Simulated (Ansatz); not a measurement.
`[SiH3][O][GaH2]` → Ga• + 5 H• + O• + Si•  (atomization)

Isolated molecules relaxed with PBE0-D4/def2-TZVP in Ansatz; ΔE leaves out vibrations. CCSD(T)/CBS adds triple-zeta CCSD(T) − MP2 to the extrapolated MP2 energy (def2 sets, frozen cores). This one scheme is used for every species, atoms too. DFT in def2-TZVPP. B3LYP here is the variant with VWN-RPA as its local correlation; programs differ in this. HSE06 is defined as in plane-wave codes. No spin–orbit coupling; open shells (•) take unrestricted orbitals. Spin–orbit coupling would lower the free atoms: a little for O, Si; clearly for Ga. Bonds to Ga are less sure, by a few kJ/mol each and by 10 to 20 or more in all where they break to atoms, as the def2 sets lack core-valence functions. Scalar relativity is left out up to krypton.

| level | ΔE (kJ/mol) | difference from CCSD(T)/CBS |
| --- | --- | --- |
| LDA (SPW92) | 2640.8 | 250.4 |
| PBE-D4 | 2336.0 | -54.4 |
| revPBE-D4 | 2290.8 | -99.6 |
| BLYP-D4 | 2335.5 | -54.9 |
| r2SCAN-D4 | 2374.3 | -16.1 |
| B97M-V | 2390.1 | -0.3 |
| PBE0-D4 | 2319.0 | -71.4 |
| B3LYP-D4 | 2356.5 | -33.9 |
| r2SCAN0-D4 | 2342.8 | -47.6 |
| HSE06-D4 | 2319.8 | -70.6 |
| BHLYP-D4 | 2321.3 | -69.1 |
| CAM-B3LYP-D4 | 2383.4 | -7.0 |
| ωB97M-V | 2370.2 | -20.2 |
| B2PLYP | 2344.9 | -45.5 |
| PBE-QIDH | 2341.3 | -49.1 |
| PBE | 2321.5 | -68.9 |
| BLYP | 2303.9 | -86.5 |
| PBE0 | 2306.7 | -83.7 |
| B3LYP | 2332.8 | -57.6 |
| r2SCANh | 2357.4 | -33.0 |
| r2SCAN0 | 2338.7 | -51.7 |
| HSE06 | 2308.2 | -82.2 |
| BHLYP | 2301.4 | -89.0 |
| CAM-B3LYP | 2370.7 | -19.7 |
| LC-ωPBE | 2350.5 | -39.9 |
| HF/def2-SVP | 1747.0 | -643.4 |
| MP2/def2-SVP | 2232.9 | -157.5 |
| CCSD/def2-SVP | 2207.0 | -183.4 |
| CCSD(T)/def2-SVP | 2222.8 | -167.6 |
| HF/def2-TZVPP | 1769.2 | -621.2 |
| MP2/def2-TZVPP | 2351.3 | -39.1 |
| SCS-MP2/def2-TZVPP | 2365.1 | -25.3 |
| CCSD/def2-TZVPP | 2315.5 | -74.9 |
| CCSD(T)/def2-TZVPP | 2339.5 | -50.9 |
| HF/def2-QZVPP | 1776.0 | -614.4 |
| MP2/def2-QZVPP | 2382.8 | -7.6 |
| SCS-MP2/def2-QZVPP | 2402.9 | 12.5 |
| HF/CBS(def2) | 1777.1 | -613.3 |
| MP2/CBS(def2) | 2402.2 | 11.8 |
| CCSD/CBS(def2) | 2366.4 | -24.0 |
| CCSD(T)/CBS | 2390.4 | 0 |

Largest T1 diagnostic among the species: 0.014.

At CCSD(T), def2-SVP lies −167.6 kJ/mol from the extrapolated value and def2-TZVPP −50.9 kJ/mol: correlation converges slowly with the basis, and small sets miss more of it in the bonded molecule than in its fragments. In def2-TZVPP, CCSD(T) changes the Hartree–Fock value by +570.2 kJ/mol (the triples alone add +24.0 kJ/mol) and MP2 by +582.1 kJ/mol; breaking electron pairs costs correlation energy, which Hartree–Fock lacks. The D4 term adds +23.7 kJ/mol with B3LYP and +12.3 kJ/mol with PBE0; it sums over pairs of atoms, weighted by their polarisabilities, and B3LYP, whose exchange is more repulsive, gets the larger term.

For atomizations the MP2-based limit and the directly extrapolated one differ by several kJ/mol either way, and by 10 to 25 for some Ge, Se and Sn compounds, so smaller differences from it don't rank the levels.
